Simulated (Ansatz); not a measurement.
def2 core potentials replace the inner electrons of Te.

Species: C₄H₁₀OTe, SMILES `CC(C)([Te]O)C` (C–C–Te–O torsion 58°, C–Te–O–H torsion 94°) (charge 0, multiplicity 1).

Level of theory: B3LYP-D3(BJ)/def2-SVP run with Ansatz (an electronic-structure program). No frequencies were computed at this level.

Ansatz 0.2 input:
```yaml
crystal:
  periodic: [false, false, false]
  atoms:
    - { symbol: C, position_ang: [0.027655, -1.302727, -0.676588] }
    - { symbol: C, position_ang: [-0.172709, -0.072026, 0.188637] }
    - { symbol: C, position_ang: [-0.243527, 1.177377, -0.671935] }
    - { symbol: C, position_ang: [-1.416144, -0.206191, 1.050837] }
    - { symbol: Te, position_ang: [1.527974, 0.097241, 1.576183] }
    - { symbol: O, position_ang: [2.906474, 0.240366, 0.13889] }
    - { symbol: H, position_ang: [-0.769716, -1.380078, -1.416704] }
    - { symbol: H, position_ang: [0.023135, -2.206906, -0.070702] }
    - { symbol: H, position_ang: [0.978928, -1.243749, -1.201156] }
    - { symbol: H, position_ang: [-0.368561, 2.069689, -0.05982] }
    - { symbol: H, position_ang: [-1.088947, 1.113011, -1.357978] }
    - { symbol: H, position_ang: [0.662675, 1.28166, -1.265511] }
    - { symbol: H, position_ang: [-2.296381, -0.317588, 0.417565] }
    - { symbol: H, position_ang: [-1.556026, 0.673738, 1.67615] }
    - { symbol: H, position_ang: [-1.34981, -1.079761, 1.696788] }
    - { symbol: H, position_ang: [3.135079, 1.155945, -0.024556] }
basis:
  gaussian: { orbitals: def2-svp }
hamiltonian:
  xc: b3lyp
  dispersion: d3bj
relax:
  max_steps: 150
```

Output:

```
Functional definition: B3LYP
1736 factors; integrals over basis functions are off by at most 2.3e-4 eV
mean field evaluation 1: about -13633.1456 eV, gradient 8.2e1 eV
mean field evaluation 2: about -13603.3568 eV, gradient 1.4e2 eV
mean field evaluation 4: about -13648.5398 eV, gradient 9.4e0 eV
mean field evaluation 8: about -13648.7736 eV, gradient 2.0e-1 eV
mean field evaluation 16: about -13648.7737 eV, gradient 1.9e-5 eV
mean field -13648.77371808 eV, -501.5831826683 hartree, gradient 2.0e-5 eV, S^2 0.000000; 0 other end points of the search recorded, 0 dependent functions left out
reference -13648.77397440 eV, -501.5831920880 hartree; 33, 33 occupied and 113, 113 virtual orbitals, 1736 factors
relax step   1: F+E_penalty+E_count = -13649.54478053 eV  Δ(F+E_penalty+E_count) = +0.000e0 eV  max|allowed force component| = 6.516e-1 eV/Å  Δτ_max = 0.0000 Å  (29 SCF iters, accepted)
these checks for a lower state are left out or cut short: starts, cluster_reference, orbital_swaps, neighbouring_geometries, increment
1736 factors; integrals over basis functions are off by at most 2.7e-4 eV
mean field -13648.82787068 eV, -501.5851727395 hartree, gradient 1.3e-5 eV, S^2 0.000000; 0 other end points of the search recorded, 0 dependent functions left out
reference -13648.82812846 eV, -501.5851822128 hartree; 33, 33 occupied and 113, 113 virtual orbitals, 1736 factors
relax step   2: F+E_penalty+E_count = -13649.59572324 eV  Δ(F+E_penalty+E_count) = -5.094e-2 eV  max|allowed force component| = 7.789e-1 eV/Å  Δτ_max = 0.1903 Å  (32 SCF iters, accepted)
these checks for a lower state are left out or cut short: starts, cluster_reference, orbital_swaps, neighbouring_geometries, increment
1736 factors; integrals over basis functions are off by at most 2.9e-4 eV
mean field -13648.81427321 eV, -501.5846730417 hartree, gradient 2.4e-5 eV, S^2 0.000000; 0 other end points of the search recorded, 0 dependent functions left out
reference -13648.81453285 eV, -501.5846825836 hartree; 33, 33 occupied and 113, 113 virtual orbitals, 1736 factors
relax step   3: F+E_penalty+E_count = -13649.57884383 eV  Δ(F+E_penalty+E_count) = +1.688e-2 eV  max|allowed force component| = 1.519e0 eV/Å  Δτ_max = 0.1947 Å  (32 SCF iters, rejected (line search))
these checks for a lower state are left out or cut short: starts, cluster_reference, orbital_swaps, neighbouring_geometries, increment
1736 factors; integrals over basis functions are off by at most 2.5e-4 eV
mean field evaluation 32: about -13648.7061 eV, gradient 5.0e0 eV
mean field -13648.83323535 eV, -501.5853698876 hartree, gradient 1.5e-5 eV, S^2 0.000000; 0 other end points of the search recorded, 0 dependent functions left out
reference -13648.83349335 eV, -501.5853793692 hartree; 33, 33 occupied and 113, 113 virtual orbitals, 1736 factors
relax step   4: F+E_penalty+E_count = -13649.59551251 eV  Δ(F+E_penalty+E_count) = +2.107e-4 eV  max|allowed force component| = 4.047e-1 eV/Å  Δτ_max = 0.0974 Å  (31 SCF iters, rejected (line search))
these checks for a lower state are left out or cut short: starts, cluster_reference, orbital_swaps, neighbouring_geometries, increment
1736 factors; integrals over basis functions are off by at most 2.5e-4 eV
mean field -13648.84115660 eV, -501.5856609883 hartree, gradient 1.2e-5 eV, S^2 0.000000; 0 other end points of the search recorded, 0 dependent functions left out
reference -13648.84141423 eV, -501.5856704559 hartree; 33, 33 occupied and 113, 113 virtual orbitals, 1736 factors
relax step   5: F+E_penalty+E_count = -13649.60680125 eV  Δ(F+E_penalty+E_count) = -1.108e-2 eV  max|allowed force component| = 3.303e-1 eV/Å  Δτ_max = 0.0487 Å  (33 SCF iters, accepted)
these checks for a lower state are left out or cut short: starts, cluster_reference, orbital_swaps, neighbouring_geometries, increment
1736 factors; integrals over basis functions are off by at most 2.4e-4 eV
mean field -13648.84512479 eV, -501.5858068166 hartree, gradient 1.3e-5 eV, S^2 0.000000; 0 other end points of the search recorded, 0 dependent functions left out
reference -13648.84538255 eV, -501.5858162889 hartree; 33, 33 occupied and 113, 113 virtual orbitals, 1736 factors
relax step   6: F+E_penalty+E_count = -13649.61153676 eV  Δ(F+E_penalty+E_count) = -4.736e-3 eV  max|allowed force component| = 3.571e-2 eV/Å  Δτ_max = 0.0210 Å  (32 SCF iters, accepted)
these checks for a lower state are left out or cut short: starts, cluster_reference, orbital_swaps, neighbouring_geometries, increment
1736 factors; integrals over basis functions are off by at most 2.4e-4 eV
mean field -13648.84537519 eV, -501.5858160187 hartree, gradient 1.2e-5 eV, S^2 0.000000; 0 other end points of the search recorded, 0 dependent functions left out
reference -13648.84563300 eV, -501.5858254927 hartree; 33, 33 occupied and 113, 113 virtual orbitals, 1736 factors
relax step   7: F+E_penalty+E_count = -13649.61174105 eV  Δ(F+E_penalty+E_count) = -2.043e-4 eV  max|allowed force component| = 1.332e-2 eV/Å  Δτ_max = 0.0076 Å  (25 SCF iters, accepted)
these checks for a lower state are left out or cut short: starts, cluster_reference, orbital_swaps, neighbouring_geometries, increment
1736 factors; integrals over basis functions are off by at most 2.4e-4 eV
mean field evaluation 64: about -13648.8454 eV, gradient 1.5e-5 eV
mean field -13648.84543895 eV, -501.5858183618 hartree, gradient 1.5e-5 eV, S^2 0.000000; 0 other end points of the search recorded, 0 dependent functions left out
reference -13648.84569681 eV, -501.5858278377 hartree; 33, 33 occupied and 113, 113 virtual orbitals, 1736 factors
relax step   8: F+E_penalty+E_count = -13649.61176090 eV  Δ(F+E_penalty+E_count) = -1.984e-5 eV  max|allowed force component| = 3.882e-3 eV/Å  Δτ_max = 0.0057 Å  (26 SCF iters, accepted)
1736 factors; integrals over basis functions are off by at most 2.4e-4 eV
mean field -13648.84543895 eV, -501.5858183618 hartree, gradient 1.5e-5 eV, S^2 0.000000; 1 other end points of the search recorded, 0 dependent functions left out
reference -13648.84569681 eV, -501.5858278377 hartree; 33, 33 occupied and 113, 113 virtual orbitals, 1736 factors
Total energy: -13649.61201875 eV, -501.6139896496 hartree
Atom 0 at     0.051458    -1.305435    -0.667856 Å, force    -0.000661     0.000434     0.000556 eV/Å
Atom 1 at    -0.185848    -0.068649     0.195821 Å, force    -0.000664    -0.000440     0.000328 eV/Å
Atom 2 at    -0.227926     1.193809    -0.661663 Å, force    -0.000353    -0.000353     0.001258 eV/Å
Atom 3 at    -1.429862    -0.205373     1.070255 Å, force     0.000655    -0.000797    -0.000162 eV/Å
Atom 4 at     1.548154     0.103506     1.589348 Å, force     0.003376     0.002116    -0.003882 eV/Å
Atom 5 at     2.899782     0.194252     0.081799 Å, force    -0.000890     0.000329     0.000186 eV/Å
Atom 6 at    -0.738756    -1.379902    -1.437619 Å, force    -0.000060    -0.000274    -0.000027 eV/Å
Atom 7 at     0.035674    -2.227949    -0.068693 Å, force     0.000316    -0.000320    -0.000025 eV/Å
Atom 8 at     1.023955    -1.242703    -1.178994 Å, force     0.000619    -0.000100    -0.000435 eV/Å
Atom 9 at    -0.414573     2.093664    -0.056578 Å, force     0.000554     0.000242    -0.000639 eV/Å
Atom 10 at    -1.034762     1.109538    -1.412723 Å, force    -0.000004     0.000081    -0.000881 eV/Å
Atom 11 at     0.719574     1.328253    -1.205581 Å, force    -0.000145     0.000797    -0.000250 eV/Å
Atom 12 at    -2.323461    -0.306357     0.428252 Å, force     0.000091     0.000290    -0.000798 eV/Å
Atom 13 at    -1.583686     0.678606     1.710214 Å, force    -0.000286     0.000314     0.000960 eV/Å
Atom 14 at    -1.384911    -1.100088     1.711995 Å, force     0.000386     0.000378     0.000097 eV/Å
Atom 15 at     3.045286     1.134830    -0.097876 Å, force    -0.002932    -0.002697     0.003715 eV/Å
Dipole moment:    -0.358352     0.235645    -0.000813 e Å
```

Cost: very roughly 60 core-seconds.
